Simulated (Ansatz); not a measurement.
`[OH][Zr]([OH])([SH])[Cl]` + H–F → `[OH][Zr]([F])([SH])[Cl]` + H₂O  (ligand exchange at a Zr–O bond)

Computed with Ansatz on PBE0-D4/def2-TZVP structures; ΔE is electronic, products minus reactants. CCSD(T)/CBS is the MP2 limit (def2-TZVPP, def2-QZVPP) plus CCSD(T) − MP2 in def2-TZVPP, frozen cores. This one scheme is used for every species. Functionals use def2-TZVPP. B3LYP here is the variant with VWN-RPA as its local correlation; programs differ in this. def2 core potentials past Kr. For Zr outer-core shells are correlated without core-valence functions, which leaves a few kJ/mol of doubt a bond. Each species was taken in one conformer, which may not be the lowest.

```
    level  ΔE (kJ/mol)
r2SCAN-D4        -49.8
 B3LYP-D4        -45.9
```

Problem. What does CCSD(T)/CBS give? (Best estimate.)

Solution. The calculation gave: -40.2 kJ/mol. The listed levels differ from it by -9.6, -5.7 kJ/mol.

Largest T1 diagnostic among the species: 0.017.

From PBE to PBE0 (25 % exact exchange), in def2-TZVPP and without D4, ΔE moves by +4.0 kJ/mol. The D4 term adds +3.6 kJ/mol with B3LYP and +2.0 kJ/mol with PBE0; it sums over pairs of atoms, weighted by their polarisabilities, and B3LYP, whose exchange is more repulsive, gets the larger term. In def2-TZVPP, CCSD(T) changes the Hartree–Fock value by +5.7 kJ/mol (the triples alone add +0.3 kJ/mol) and MP2 by +9.3 kJ/mol.
